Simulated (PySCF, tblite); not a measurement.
Isomers of C7H9ClF2, one GFN2-xTB conformer each. Single-point energies are computed at PBE0/pcSseg-1 (PySCF, gas phase, no added dispersion term), electronic only.

Problem. Rank them by PBE0/pcSseg-1 energy, lowest first (kJ/mol).
A. `[CH3:1]/[CH:2]=[C:3](\[CH:4]=[CH:5]\[F:6])[CH2:7][C@@H:8]([F:9])[Cl:10]` with C2–C3–C4–C5 -176°, C2–C3–C7–C8 91°, C3–C7–C8–F9 67°
B. `[CH2:1]=[CH:2][CH2:3]/[C:4](=[CH:5]/[Cl:6])[CH2:7][CH:8]([F:9])[F:10]` with C1–C2–C3–C4 -114°, C2–C3–C4–C5 -112°, C3–C4–C7–C8 94°, C4–C7–C8–F9 -67°
C. `[F:1][CH:2]([F:3])[C@H:4]1[CH2:5][CH2:6]/[C:7]1=[CH:8]/[CH2:9][Cl:10]` with F1–C2–C4–C5 69°, C7–C8–C9–Cl10 110°

Solution. C (0.0), B (3.1), A (19.5).

As drawn, the lowest has a four-membered ring and two fluorines on one carbon, which the highest lacks. Neighbours under 10 kJ/mol apart (FC(F)[C@H]1CC/C1=C/CCl and C=CC/C(=C/Cl)CC(F)F) can change places with a better method, another conformer or zero-point energy. GFN2-xTB itself gives, in the same order: 0.0, 42.2, 47.2. Both levels put the same isomer lowest; measured from each level's own lowest isomer, the values differ by up to 39.1 kJ/mol (C=CC/C(=C/Cl)CC(F)F: 42.2 against 3.1).

Problem. Which frontier levels, dipoles and rotational constants go with these structures?

Solution. 
```
                   SMILES  HOMO (eV, PBE0/pcSseg-1)  LUMO (eV)  dipole (D)       A, B, C (MHz)
   FC(F)[C@H]1CC/C1=C/CCl                     -7.53      -0.63        3.04  1664, 635.0, 510.0
      C=CC/C(=C/Cl)CC(F)F                     -7.41      -0.62        2.19  1063, 846.1, 535.0
C/C=C(\C=C\F)C[C@@H](F)Cl                     -6.68      -1.09        2.80  1305, 656.3, 471.6
```

Problem. What happens when harmonic zero-point energies from GFN2-xTB frequencies are added?

Solution. 
| SMILES | ZPE (kJ/mol) | electronic (kJ/mol) | with ZPE (kJ/mol) |
| --- | --- | --- | --- |
| FC(F)[C@H]1CC/C1=C/CCl | 378.4 | 0.0 | 2.7 |
| C=CC/C(=C/Cl)CC(F)F | 372.5 | 3.1 | 0.0 |
| C/C=C(\C=C\F)C[C@@H](F)Cl | 371.9 | 19.5 | 15.7 |

The zero-point energies span 6.5 kJ/mol. C=CC/C(=C/Cl)CC(F)F becomes the lowest.
